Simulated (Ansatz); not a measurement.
`N[SiH2]OC[SiH3]` and `N[SiH2]O[SiH3]` differ in one atom or group.

Ansatz, PBE0-D4/def2-TZVP geometries, multiplicity 1. Each molecule was computed in one conformer, which needn't be the lowest.

```tsv
property	`N[SiH2]OC[SiH3]`
HOMO–LUMO gap (PBE0/def2-TZVPP) / eV	8.38
LUMO energy (ωB97M-V/def2-TZVPP) / eV	2.06
LUMO energy (B3LYP/def2-TZVPP) / eV	0.28
LUMO energy (PBE/def2-TZVPP) / eV	-0.28
HOMO–LUMO gap (B3LYP/def2-TZVPP) / eV	7.86
HOMO–LUMO gap (PBE/def2-TZVPP) / eV	6.13
```

(1) What does the change do to each property? (Estimate.)

Answers

(1) Computed: 
| property | `N[SiH2]O[SiH3]` | shift |
| --- | --- | --- |
| HOMO–LUMO gap (PBE0/def2-TZVPP) / eV | 8.19 | -0.19 |
| LUMO energy (ωB97M-V/def2-TZVPP) / eV | 1.92 | -0.14 |
| LUMO energy (B3LYP/def2-TZVPP) / eV | 0.08 | -0.20 |
| LUMO energy (PBE/def2-TZVPP) / eV | -0.55 | -0.27 |
| HOMO–LUMO gap (B3LYP/def2-TZVPP) / eV | 7.69 | -0.17 |
| HOMO–LUMO gap (PBE/def2-TZVPP) / eV | 5.88 | -0.25 |

B3LYP here is the variant with VWN-RPA as its local correlation; programs differ in this.
